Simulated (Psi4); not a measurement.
CHO₂ (SMILES O=[C]O), doublet, at a GFN2-xTB geometry. Base run: CAM-B3LYP/def2-SVP (Psi4).

The Psi4 input:
```
memory 2 GB

molecule {
0 2
  O    -1.03300099   -0.39412693   -0.00168439
  C    -0.02709385    0.41048045   -0.01284311
  O     1.15649400    0.25596664    0.00752085
  H    -0.82538098   -1.35760035    0.03036691
}

set basis def2-svp
set reference uks

energy('cam-b3lyp')
print_variables()
```

Each row names what was changed in the base input (with any setting that the change needs).

```json
[
 {"change": "base", "ΔE vs base (µEh)": "0.0", "SCF cycles": "10", "grid points": "86817", "basis functions": "47", "outcome": "converged"},
 {"change": "damping_percentage = 20", "ΔE vs base (µEh)": "0.1", "SCF cycles": "18", "grid points": "86817", "basis functions": "47", "outcome": "converged"},
 {"change": "guess = gwh", "ΔE vs base (µEh)": "0.0", "SCF cycles": "11", "grid points": "86817", "basis functions": "47", "outcome": "converged"},
 {"change": "dft_radial_points = 150", "ΔE vs base (µEh)": "0.0", "SCF cycles": "10", "grid points": "172676", "basis functions": "47", "outcome": "converged"},
 {"change": "scf_type = dfdirj+cosx", "ΔE vs base (µEh)": "-", "SCF cycles": "-", "grid points": "-", "basis functions": "-", "outcome": "input refused"},
 {"change": "e_convergence = 1e-4", "ΔE vs base (µEh)": "0.0", "SCF cycles": "10", "grid points": "86817", "basis functions": "47", "outcome": "converged"},
 {"change": "soscf = true", "ΔE vs base (µEh)": "0.0", "SCF cycles": "7", "grid points": "86817", "basis functions": "47", "outcome": "converged"},
 {"change": "puream = false", "ΔE vs base (µEh)": "-4291", "SCF cycles": "10", "grid points": "86817", "basis functions": "50", "outcome": "converged"},
 {"change": "dft_nuclear_scheme = stratmann", "ΔE vs base (µEh)": "1.1", "SCF cycles": "10", "grid points": "81027", "basis functions": "47", "outcome": "converged"},
 {"change": "df_basis_scf = cc-pvqz-jkfit", "ΔE vs base (µEh)": "-84.8", "SCF cycles": "10", "grid points": "86817", "basis functions": "47", "outcome": "converged"},
 {"change": "guess = sadno", "ΔE vs base (µEh)": "0.0", "SCF cycles": "11", "grid points": "86817", "basis functions": "47", "outcome": "converged"},
 {"change": "guess = huckel", "ΔE vs base (µEh)": "0.0", "SCF cycles": "11", "grid points": "86817", "basis functions": "47", "outcome": "converged"},
 {"change": "scf_type = disk_df", "ΔE vs base (µEh)": "0.0", "SCF cycles": "10", "grid points": "86817", "basis functions": "47", "outcome": "converged"}
]
```

Open shells are given as the SCF converged; they aren't shown to be the lowest states, and a large step between rows can be another state.

- scf_type = dfdirj+cosx: ended with `psi4.driver.p4util.exceptions.ValidationError: SCF: SCF_TYPE (DFDIRJ+COSX) not supported for range-separated functionals, plese use SCF_TYPE = 'DF' to automatically select the correct JK build.`
